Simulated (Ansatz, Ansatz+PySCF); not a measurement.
```yaml
atoms:
  - { symbol: C, position_ang: [0.0000, 0.7050, 0.0000] }
  - { symbol: C, position_ang: [-1.3410, 1.1407, 0.0000] }
  - { symbol: C, position_ang: [-2.1698, 0.0000, 0.0000] }
  - { symbol: C, position_ang: [-1.3410, -1.1407, 0.0000] }
  - { symbol: C, position_ang: [0.0000, -0.7050, 0.0000] }
  - { symbol: C, position_ang: [1.1024, 1.5841, 0.0000] }
  - { symbol: C, position_ang: [2.4770, 1.2704, 0.0000] }
  - { symbol: C, position_ang: [3.0888, 0.0000, 0.0000] }
  - { symbol: C, position_ang: [2.4770, -1.2704, 0.0000] }
  - { symbol: C, position_ang: [1.1024, -1.5841, 0.0000] }
  - { symbol: H, position_ang: [-1.6763, 2.1726, 0.0000] }
  - { symbol: H, position_ang: [-3.2548, 0.0000, 0.0000] }
  - { symbol: H, position_ang: [-1.6763, -2.1726, 0.0000] }
  - { symbol: H, position_ang: [0.8609, 2.6419, 0.0000] }
  - { symbol: H, position_ang: [3.1535, 2.1187, 0.0000] }
  - { symbol: H, position_ang: [4.1738, 0.0000, 0.0000] }
  - { symbol: H, position_ang: [3.1535, -2.1187, 0.0000] }
  - { symbol: H, position_ang: [0.8609, -2.6419, 0.0000] }
```

Basis set: def2-SVP (spherical functions). Charge 0, multiplicity 1.

Computed with Ansatz (development build ahead of 0.2.0); each method stands on the lowest determinant of its kind that the runs found. Restricted functionals stand beside restricted open-shell atoms, which can lie above the unrestricted atoms usual in DFT and then raise those values.

Q: Give the atomization energy at this shape (free ground-state atoms in the same class of orbitals less the molecule, no zero-point energy) of singlet C10H8 by ωB97X (restricted), PBE0 (restricted), PBE0 (unrestricted), UHF, RHF.

A:

```tsv
method	atomization energy
ωB97X (restricted)	93.67 eV
PBE0 (restricted)	95.37 eV
PBE0 (unrestricted)	94.93 eV
UHF	70.21 eV
RHF	70.47 eV
```

Caution: the shape is not the minimum. Caution for ωB97X (restricted): no unrestricted run beside it, a lower state can exist. Caution for UHF: the unrestricted determinant is a mixture of spin states. Caution for RHF: an unrestricted determinant lies well below.
